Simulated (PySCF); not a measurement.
Computed shifts of a molecule C4H7FO, PBE0/pcSseg-1 in PySCF, GIAO, gas phase, equivalent atoms averaged, in ppm (number of nuclei): ¹³C: 93.0 (1), 85.3 (2), 25.6 (1). ¹⁹F: -168.2 (1). ¹H: 5.10 (2), 4.53 (2), 1.80 (3). References: ¹³C against TMS (σ = 186.3 ppm); ¹⁹F against CFCl3 (σ = 167.2 ppm); ¹⁷O against H2O (σ = 334.2 ppm); ¹H against TMS (σ = 31.56 ppm), references at their B3LYP-D3(BJ)/def2-TZVP geometries, non-relativistic. Geometry: PBE0-D3(BJ)/def2-SVP. The values are those of a single conformer.

Question: Identify the compound among the candidates.
A) CCO/C=C\F
B) C/C=C(\F)OC
C) COC/C=C\F
D) CC1(F)COC1

Answer: D, CC1(F)COC1
